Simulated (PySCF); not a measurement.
Geometry (Å), atoms numbered from 1 in this order:
```xyz
20

B    -0.1913   -0.0622    0.0022
C     1.3843   -0.1262   -0.0784
C     1.9596   -0.3003    1.3345
H     1.7691    0.8173   -0.5049
H     1.7528   -0.9396   -0.7250
H     3.0610   -0.2941    1.3311
H     1.6303    0.5059    2.0097
H     1.6371   -1.2525    1.7849
C    -0.8951    1.3060    0.3551
C    -1.3141    1.9714   -0.9657
H    -0.2267    1.9870    0.9079
H    -1.7942    1.1487    0.9758
H    -1.8082    2.9411   -0.7953
H    -0.4463    2.1585   -1.6188
H    -2.0172    1.3411   -1.5339
C    -1.0864   -1.3171   -0.2623
C    -0.6025   -2.5328   -0.5629
H    -2.1778   -1.2234   -0.1720
H     0.4743   -2.7076   -0.6685
H    -1.2462   -3.4070   -0.7140
```

- PBE0-D3(BJ)/def2-SVP geometry
- σ from GIAO-KT2/pcSseg-1
- run in PySCF 2.14.0 with density-fitted response routines
- rapidly exchanging positions averaged, no relativistic terms, no solvent model, one computed conformer

Referencing at the same level of theory: TMS for $^{13}$C and $^{1}$H; $^{11}$B vs BF3·OEt2.

```csv
atoms,nucleus,count,δ (ppm)
C2/C9,$^{13}$C,2,19.6
B1,$^{11}$B,1,?
C3/C10,$^{13}$C,2,?
C16,$^{13}$C,1,140.1
H19/H20,$^{1}$H,2,6.51
H4/H5/H11/H12,$^{1}$H,4,1.28
H6/H7/H8/H13/H14/H15,$^{1}$H,6,0.91
C17,$^{13}$C,1,?
H18,$^{1}$H,1,6.59
```

Fill in the missing shifts.

Results:


- C17: 139.5 ppm, carbon bonded to C, 2 H
- C3/C10: 10.2 ppm, carbon bonded to C, 3 H
- B1: 68.0 ppm, boron bonded to 3 C

A carbon bonded to boron is broadened by the quadrupolar boron nucleus and is often missing from a measured spectrum. Shifts are as computed. Against solution values, carbons near 30 ppm lie about +2 ppm off and those near 130 ppm about -5 ppm. Of 1309 compounds with measured shifts, 239 miss one by over three times the rms of a fit or turn the order of signals round; such compounds aren't used in these exercises.
